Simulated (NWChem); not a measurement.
## Correlation energy of BrSi

```xyz
2

Si     0.0000     0.0000     1.5996
Br     0.0000     0.0000    -0.6398
```
Charge 0, spin multiplicity 2.

Everything below was run with NWChem. The geometry was optimised at UPBE0/def2-SVP, a minimum by its harmonic frequencies.

Basis set: STO-3G. Each correlation energy counts from its own Hartree-Fock reference.

The Hamiltonian is non-relativistic. The correlated methods keep 14 core orbitals frozen. This spin state was chosen for the runs; another may lie lower. The structure started from a generated list of species. The unpaired electrons of the parent sit in orbitals of symmetry b1 (C2v labels of the run); other states weren't searched. No SCF solution was tested for a lower state. Open-shell Hartree-Fock references start from PBE0 orbitals. Coupled-cluster values serve here as a point of comparison, not as the truth.

```
method           correlation energy (mHa)
---------------  ------------------------
CCSD(T) on ROHF                     -34.1
CCSDT on ROHF                       -34.3
CCSD on ROHF                        -32.8
CCSD(T) on UHF                      -33.4
SCS-UMP2                            -24.5
CCSD on UHF                         -32.2
CCSD[T] on ROHF                     -34.3
UMP2                                  [?]
CCSD[T] on UHF                        [?]
```

Task: Complete the blanks.

Result: 
- UMP2, correlation energy (mHa): -22.3
- CCSD[T] on UHF, correlation energy (mHa): -33.7
